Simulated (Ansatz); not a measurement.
## Which isomer of C2HGeO+ gives these data?

These gas-phase data were calculated for one isomer of C2HGeO+ at PBE0-D3(BJ)/def2-SVP (harmonic, unscaled wavenumbers; equilibrium rotational constants with average atomic masses):

| Quantity | Value |
| --- | --- |
| rotational constants | 692.3, 1.58, 1.576 GHz |
| all wavenumbers above 1500 cm⁻¹ | 3707, 2268 |

Candidates:

(1) `C#C[O+]=[Ge]`, a singlet
(2) `O[C+]=[C]=[Ge]`, a singlet

Task: Which structure fits?

Result: Candidate (2). No mode falls between 3300 and 3560 cm⁻¹, where the ≡C–H stretch of (1) would stand.

The same quantities for all candidates:

```tsv
	rotational constants (GHz)	wavenumbers above 1500 cm⁻¹	E above the lowest, PBE0-D3(BJ)/def2-SVP (kcal/mol)
(1)	1.87	3462, 2261	5.4
(2)	692.3, 1.58, 1.576	3707, 2268	0.0
```

Harmonic stretches to hydrogen usually lie a few per cent above observed fundamentals. Each candidate is one conformer. Programs: Ansatz 0.2.0.
